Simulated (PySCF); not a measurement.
Trend along the second period: MIn cations

CCSD(T) with double-zeta basis sets in PySCF, for the lowest determinant that a PBE0 search found; no spin–orbit coupling. De refers to high-spin ground-configuration atoms (the charge goes to the atom of lower measured ionisation energy or higher electron affinity, which is not always the lowest computed limit).

| M | basis | reference, frozen orbitals | charged atom | state (unpaired electrons) | Re (Å) | ωe (cm⁻¹) | De (eV) |
| --- | --- | --- | --- | --- | --- | --- | --- |
| Li | cc-pVDZ/cc-pVDZ-PP | UHF, 4 | Li+ | doublet (σ ↑) | 3.201 | 206 | 1.29 |
| Be | cc-pVDZ/cc-pVDZ-PP | RHF, 4 | In+ | singlet (closed shell) | 3.098 | 174 | 0.35 |
| B | def2-SVP | UHF, 5 | In+ | doublet (σ ↑) | 2.993 | 183 | 0.53 |
| C | cc-pVDZ-PP/cc-pVDZ | UHF, 5 | In+ | triplet (σ ↑, π ↑) | 3.089 | 118 | 0.21 |
| N | cc-pVDZ-PP/cc-pVDZ | UHF, 5 | In+ | quartet (σ ↑, π ↑↑) | 3.199 | 80.2 | 0.09 |
| O | def2-SVP | UHF, 5 | In+ | triplet (π ↑↑) | 3.011 | 115 | 0.23 |

The shortest bond is that of InB⁺ (2.993 Å), the longest that of LiIn⁺ (3.201 Å). LiIn⁺ is bound most strongly (1.29 eV) and InN⁺ least (0.09 eV).

The rows differ in basis set, which adds steps of its own.

The state changes along the series, so neighbouring rows are not always alike in their bonding.

Correlated steps freeze the inner cores (4 to 5 orbitals); shallow outer-core shells are correlated. Weak bonds: BeIn⁺, InC⁺, InN⁺, InO⁺. Basis-set superposition, not corrected here, can be much of De in a small basis, most of all at correlated wavefunction levels. These are scalar-relativistic numbers at best; spin–orbit coupling would shift them, the dissociation energy most. For an ion De counts to the pair picked by the measured ionisation energies or electron affinities, which need not be the lowest pair at this level. States were picked by a PBE0 search and need not be the measured ground states.
